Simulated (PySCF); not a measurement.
Two species compared at the same levels of theory.

First species: C5H14N2OSi.
Numbering: `[CH3:1][N:2]([CH3:3])[SiH:4]([CH:5]=[O:6])[N:7]([CH3:8])[CH3:9]` (hydrogens: H10, H11, H12 on C1; H13, H14, H15 on C3; H16 on Si4; H17 on C5; H18, H19, H20 on C8; H21, H22, H23 on C9)

Second species: C5H12O2Si.
SMILES with atom numbers: `[CH3:1][O:2][C@H:3]1[CH2:4][Si@@H:5]([O:6][CH3:7])[CH2:8]1` (hydrogens: H9, H10, H11 on C1; H12 on C3; H13, H14 on C4; H15 on Si5; H16, H17, H18 on C7; H19, H20 on C8)

Levels: PBE0/pcSseg-1 for dipole moment, HOMO energy, LUMO energy and HOMO–LUMO gap; GFN2-xTB for rotational constant A and rotational constant C. Geometries: GFN2-xTB. All species are isolated and taken at one optimised geometry, non-relativistic unless stated; the electronic structure was computed with PySCF and density fitting.

Dipoles, sizes and rotational constants follow the conformer. The torsions of the flexible species, by atom-mapped SMILES:
- `[CH3:1][N:2]([CH3:3])[SiH:4]([CH:5]=[O:6])[N:7]([CH3:8])[CH3:9]`: C1–N2–Si4–C5 154°, N2–Si4–C5–O6 154°, N2–Si4–N7–C8 -157°
- `[CH3:1][O:2][C@H:3]1[CH2:4][Si@@H:5]([O:6][CH3:7])[CH2:8]1`: C1–O2–C3–C4 71°, C4–Si5–O6–C7 -177°

| property | column X | column Y |
| --- | --- | --- |
| dipole moment | 1.49 D | 2.93 D |
| HOMO energy | -7.05 eV | -6.20 eV |
| LUMO energy | 0.85 eV | -1.33 eV |
| HOMO–LUMO gap | 7.90 eV | 4.87 eV |
| rotational constant A | 5.086 GHz | 1.582 GHz |
| rotational constant C | 0.749 GHz | 0.773 GHz |

(1) Which column belongs to which species?

(2) How does each property change from the first species to the second?

Answers

(1) Column X is the second species and column Y the first. The first has 23 atoms and 80 electrons, the second 20 and 72.

(2) dipole moment -1.44 D; HOMO energy -0.85 eV; LUMO energy +2.18 eV; HOMO–LUMO gap +3.03 eV; rotational constant A +3.504 GHz; rotational constant C -0.024 GHz.

On the first: A dipole of 2.93 D is allowed in C1, and pure rotational transitions are dipole-allowed. The dipole equals about 9.8 × 10⁻³⁰ C·m (1 D = 3.33564 × 10⁻³⁰ C·m).

On the second: In atomic units the dipole is 0.59 e·bohr (1 au = 2.5417 D).
